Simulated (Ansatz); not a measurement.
The cluster Li4S2, relaxed as a singlet with RKS PBE0-D4/def2-TZVP in Ansatz, starting from the GFN1-xTB geometry. Force threshold 0.02 eV/Å.

The structure comes from a short search, and lower isomers may exist.

Start:

```xyz
6

Li    1.408    0.480   -0.501
Li    0.331   -0.699    1.349
Li   -1.702   -1.792   -2.071
Li   -0.643    1.369    0.480
S     1.271    1.268    1.539
S    -0.664   -0.627   -0.797
```

```json
{"step": "1", "energy (eV)": "-22486.6427", "largest force component (eV/Å)": "0.848", "SCF passes": "16"}
{"step": "2", "energy (eV)": "-22486.6988", "largest force component (eV/Å)": "0.326", "SCF passes": "20"}
{"step": "3 (rejected)", "energy (eV)": "-22486.6891", "largest force component (eV/Å)": "0.455", "SCF passes": "20"}
{"step": "4", "energy (eV)": "-22486.7152", "largest force component (eV/Å)": "0.057", "SCF passes": "21"}
{"step": "5", "energy (eV)": "-22486.7157", "largest force component (eV/Å)": "0.004", "SCF passes": "14"}
```

Force components are those of the run's own axes.

End:

```xyz
6

Li    1.4505    0.4794   -0.5413
Li    0.3293   -0.7442    1.3866
Li   -1.7222   -1.8038   -2.0945
Li   -0.6909    1.4030    0.4787
S     1.2629    1.2657    1.5275
S    -0.6295   -0.6001   -0.7570
```

By distances, no bond broke or formed. The bond that changes most is Li3–S6, from 2.01 to 2.11 Å (atoms count from 1).

No frequencies were taken in this run, so the end may be a saddle point.

It took 6.5 s on 4 threads of Arm Neoverse V1 on a shared host.
